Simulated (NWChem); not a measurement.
System: CH6Ge; SMILES [CH3][GeH3]

Results from NWChem. Structure relaxed at the PBE-D3(BJ)/def2-SVP level. Level: PBE0/aug-cc-pVDZ; rows give the wavelength of the field.

### Question
Order these by “isotropic polarisability (bohr³)”, lowest first: 400 nm; static; 589 nm.

### Answer
static (48.4), 589 nm (50.1), 400 nm (52.2)
